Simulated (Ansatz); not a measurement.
Program: Ansatz. Geometries: PBE0-D4/def2-TZVP. ΔE: electronic, gas phase. CCSD(T)/CBS is the MP2 limit (def2-TZVPP, def2-QZVPP) plus CCSD(T) − MP2 in def2-TZVPP, frozen cores. This one scheme is used for every species. DFT in def2-TZVPP. HSE06 is defined as in plane-wave codes. For Se outer-core shells are correlated without core-valence functions, which leaves a few kJ/mol of doubt a bond. Scalar relativity is left out up to krypton. Each species was taken in one conformer, which may not be the lowest.

`C[Se][SiH2]N` → `C[SeH]` + `N[SiH]`  (silylene formation by 1,1-elimination)

| level | ΔE (kJ/mol) | difference from CCSD(T)/CBS |
| --- | --- | --- |
| HSE06-D4 | 234.5 | 7.1 |
| BLYP | 181.5 | -45.9 |
| r2SCAN0 | 241.5 | 14.1 |
| RPA@PBE/def2-TZVPP | 196.4 | -31.0 |
| HF/def2-SVP | 202.8 | -24.6 |
| MP2/def2-TZVPP | 238.0 | 10.6 |
| HF/def2-QZVPP | 211.4 | -16.0 |
| MP2/def2-QZVPP | 244.4 | 17.0 |
| SCS-MP2/def2-QZVPP | 231.1 | 3.7 |
| HF/CBS(def2) | 211.5 | -15.9 |
| CCSD(T)/CBS | 227.4 | 0 |

Largest T1 diagnostic among the species: 0.015.

From PBE to PBE0 (25 % exact exchange), in def2-TZVPP and without D4, ΔE moves by +14.8 kJ/mol. At CCSD(T), def2-SVP lies −32.6 kJ/mol from the extrapolated value and def2-TZVPP −11.0 kJ/mol.

CCSD(T)/CBS has its own doubt, a few kJ/mol and more with outer-core shells, so smaller differences from it don't rank the levels.
